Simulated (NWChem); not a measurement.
System: MoNHSF2; SMILES [NH]=[Mo]([F])(=[S])[F]

The following NWChem deck was run.

```
start job
memory heap 200 mb stack 900 mb global 1100 mb
geometry units angstroms noautoz
  Mo    -0.000164     0.220791    -0.004734
  N      0.001300     0.815568    -1.597890
  H      0.004945     0.758953    -2.615683
  S      0.000496    -1.879179    -0.124419
  F      1.550142     0.793386     0.808581
  F     -1.551974     0.793132     0.805843
end
basis spherical
  * library def2-svp
end
ecp
  Mo library def2-ecp
end
dft
  xc m06-l
  iterations 150
  mulliken
end
task dft energy
```

Output (shortened):

```
             Northwest Computational Chemistry Package (NWChem) 7.3.0
             --------------------------------------------------------

 C1  symmetry detected

                             Geometry "geometry" -> ""
                             -------------------------

 Output coordinates in angstroms (scale by  1.889725989 to convert to a.u.)

  No.       Tag          Charge          X              Y              Z
 ---- ---------------- ---------- -------------- -------------- --------------
    1 Mo                  42.0000    -0.00003725     0.22106448    -0.01694035
    2 N                    7.0000     0.00075784     0.59834676    -1.67512167
    3 H                    1.0000     0.00377306     0.40667302    -2.67630758
    4 S                   16.0000    -0.00042194    -1.87613656     0.14413909
    5 F                    9.0000     1.55101608     0.89604940     0.71204794
    6 F                    9.0000    -1.55110078     0.89710356     0.71099967

 Effective nuclear repulsion energy (a.u.)     598.2183935057

                                 NWChem DFT Module
                                 -----------------

 Summary of "ao basis" -> "ao basis" (spherical)
 ------------------------------------------------------------------------------
       Tag                 Description            Shells   Functions and Types
 ---------------- ------------------------------  ------  ---------------------
 Mo                         def2-svp                11       31   5s3p2d1f
 N                          def2-svp                 6       14   3s2p1d
 H                          def2-svp                 3        5   2s1p
 S                          def2-svp                 8       18   4s3p1d
 F                          def2-svp                 6       14   3s2p1d

            General Information
            -------------------
          SCF calculation type: DFT
          Wavefunction type:  closed shell.
          No. of atoms     :     6
          No. of electrons :    56
           Alpha electrons :    28
            Beta electrons :    28
          Charge           :     0
          Spin multiplicity:     1
          Use of symmetry is: off; symmetry adaption is: off
          Maximum number of iterations: 150
          AO basis - number of functions:    96
                     number of shells:    40
          Convergence on energy requested:  1.00D-06
          Convergence on density requested:  1.00D-05
          Convergence on gradient requested:  5.00D-04

              XC Information
              --------------
                        M06-L Method XC Functional
                         M06-L Exchange Functional  1.000
                       M06-L Correlation Potential  1.000

             Grid Information
             ----------------
          Grid used for XC integration:  medium
          Radial quadrature: Mura-Knowles
          Angular quadrature: Lebedev.
          Tag              B.-S. Rad. Rad. Pts. Rad. Cut. Ang. Pts.
          ---              ---------- --------- --------- ---------
          Mo                  1.45      123           9.0       590
          N                   0.65       49           9.0       434
          H                   0.35       45          11.0       434
          S                   1.00       88          10.0       590
          F                   0.50       49          10.0       434
          Grid pruning is: on
          Number of quadrature shells:   403
          Spatial weights used:  Erf1

      Superposition of Atomic Density Guess
      -------------------------------------

 Sum of atomic energies:        -727.96778972

      Non-variational initial energy
      ------------------------------

 Total energy =    -718.408299
 1-e energy   =   -1561.951701
 2-e energy   =     569.379372
 HOMO         =      -0.335079
 LUMO         =      -0.047879

     ---------------------------------------------
      Total Density - Mulliken Population Analysis
     ---------------------------------------------

    Atom       Charge   Shell Charges
 -----------   ------   -------------------------------------------------------
    1 Mo  14    11.21  -0.39  1.55  0.87  0.26  0.05  5.95  0.31  0.12  2.02  0.40  0.07
    2 N    7     7.99   1.99  1.10  0.57  2.62  1.70  0.01
    3 H    1     0.74   0.58  0.12  0.04
    4 S   16    16.77   2.00  1.99  1.25  0.65  5.94  1.94  2.97  0.03
    5 F    9     9.65   1.99  1.15  0.81  3.53  2.16  0.00
    6 F    9     9.65   1.99  1.15  0.81  3.53  2.16  0.00

   convergence    iter        energy       DeltaE   RMS-Dens  Diis-err
 ---------------- ----- ----------------- --------- --------- ---------
 d= 0,ls=0.0,diis     1   -720.7944540562 -9.95D+02  5.89D-02  3.61D+00
 d= 0,ls=0.0,diis     2   -712.8149917485  7.98D+00  5.50D-02  4.78D+01
 d= 0,ls=0.0,diis     3   -720.7912678468 -7.98D+00  1.46D-02  4.32D+00
 d= 0,ls=0.0,diis     4   -721.2562444367 -4.65D-01  3.42D-03  1.96D-01
 d= 0,ls=0.0,diis     5   -721.2579249825 -1.68D-03  3.28D-03  1.29D-01
  Resetting Diis
 d= 0,ls=0.0,diis     6   -721.2734730167 -1.55D-02  1.09D-03  9.27D-03
 d= 0,ls=0.0,diis     7   -721.2749307049 -1.46D-03  1.01D-03  8.01D-04
 d= 0,ls=0.0,diis     8   -721.2734655167  1.47D-03  8.43D-04  1.06D-02
 d= 0,ls=0.0,diis     9   -721.2750112967 -1.55D-03  1.91D-04  3.66D-04
 d= 0,ls=0.0,diis    10   -721.2750355611 -2.43D-05  9.74D-05  2.06D-04
 d= 0,ls=0.0,diis    11   -721.2750564998 -2.09D-05  3.71D-05  2.49D-05
 d= 0,ls=0.0,diis    12   -721.2750590920 -2.59D-06  1.14D-05  2.64D-06
 d= 0,ls=0.0,diis    13   -721.2750594159 -3.24D-07  1.58D-06  4.52D-08

         Total DFT energy =     -721.275059415941
      One electron energy =    -1565.622477098485
           Coulomb energy =      631.909666230696
    Exchange-Corr. energy =      -61.726278302553
 Nuclear repulsion energy =      274.164029754401

 Numeric. integr. density =       56.000002623745

                       DFT Final Molecular Orbital Analysis
                       ------------------------------------

 Vector   26  Occ=2.000000D+00  E=-3.129417D-01
              MO Center=  1.9D-03, -1.1D+00, -7.1D-02, r^2= 3.1D+00
   Bfn.  Coefficient  Atom+Function         Bfn.  Coefficient  Atom+Function
  ----- ------------  ---------------      ----- ------------  ---------------
    62      0.363922  4 S  py                59      0.312779  4 S  py
    19     -0.304079  1 Mo d  2              63     -0.215585  4 S  pz
     2     -0.190070  1 Mo s                 16      0.190916  1 Mo d -1
    36      0.189708  2 N  py                56      0.178647  4 S  py
    60     -0.174551  4 S  pz                 7      0.171186  1 Mo py

 Vector   27  Occ=2.000000D+00  E=-2.830960D-01
              MO Center= -2.0D-04, -1.2D+00,  6.8D-02, r^2= 2.7D+00
   Bfn.  Coefficient  Atom+Function         Bfn.  Coefficient  Atom+Function
  ----- ------------  ---------------      ----- ------------  ---------------
    61      0.509910  4 S  px                58      0.384262  4 S  px
    15     -0.282334  1 Mo d -2              55      0.218269  4 S  px
     6     -0.162034  1 Mo px                35     -0.127039  2 N  px
    72      0.127431  5 F  px                86      0.127507  6 F  px
     9      0.109110  1 Mo px                75     -0.101284  5 F  px

 Vector   28  Occ=2.000000D+00  E=-2.597508D-01
              MO Center=  1.5D-04, -9.5D-01, -3.3D-01, r^2= 3.4D+00
   Bfn.  Coefficient  Atom+Function         Bfn.  Coefficient  Atom+Function
  ----- ------------  ---------------      ----- ------------  ---------------
    63      0.477188  4 S  pz                60      0.352184  4 S  pz
    36      0.319476  2 N  py                39     -0.264652  2 N  py
    57      0.199265  4 S  pz                62      0.175364  4 S  py
    59      0.122882  4 S  py                17      0.116786  1 Mo d  0
    16     -0.100035  1 Mo d -1              34     -0.092680  2 N  s

 Vector   29  Occ=0.000000D+00  E=-1.383240D-01
              MO Center=  2.5D-04, -1.2D-02, -5.8D-02, r^2= 2.6D+00
   Bfn.  Coefficient  Atom+Function         Bfn.  Coefficient  Atom+Function
  ----- ------------  ---------------      ----- ------------  ---------------
    16      0.632640  1 Mo d -1              19     -0.483636  1 Mo d  2
    63      0.312162  4 S  pz                39      0.200566  2 N  py
    36     -0.189404  2 N  py                60      0.171936  4 S  pz
    17      0.169391  1 Mo d  0              62     -0.169530  4 S  py
    73      0.139011  5 F  py                87      0.138440  6 F  py

 Vector   30  Occ=0.000000D+00  E=-1.289869D-01
              MO Center= -4.2D-04, -3.1D-01, -6.5D-02, r^2= 2.6D+00
   Bfn.  Coefficient  Atom+Function         Bfn.  Coefficient  Atom+Function
  ----- ------------  ---------------      ----- ------------  ---------------
    15      0.759540  1 Mo d -2              61      0.426463  4 S  px
    18      0.261394  1 Mo d  1              58      0.240771  4 S  px
    35      0.193238  2 N  px                38     -0.187811  2 N  px
    55      0.136280  4 S  px                20      0.129724  1 Mo d -2
     9     -0.111368  1 Mo px                74     -0.097421  5 F  pz

 Vector   31  Occ=0.000000D+00  E=-8.915275D-02
              MO Center= -4.9D-04, -2.9D-02, -2.6D-01, r^2= 2.9D+00
   Bfn.  Coefficient  Atom+Function         Bfn.  Coefficient  Atom+Function
  ----- ------------  ---------------      ----- ------------  ---------------
    19      0.579050  1 Mo d  2              16      0.462665  1 Mo d -1
    34      0.319741  2 N  s                 62      0.303315  4 S  py
    17     -0.256559  1 Mo d  0              47     -0.242345  3 H  s
    63      0.240644  4 S  pz                 5      0.203847  1 Mo s
    46     -0.186378  3 H  s                 11     -0.175816  1 Mo pz

     ---------------------------------------------
      Total Density - Mulliken Population Analysis
     ---------------------------------------------

[...]
```

Level: M06-L/def2-SVP with def2 effective core potentials on Mo. All runs use the structure optimised with PBE0/def2-SVP. def2 effective core potentials on Mo; no spin-orbit coupling.
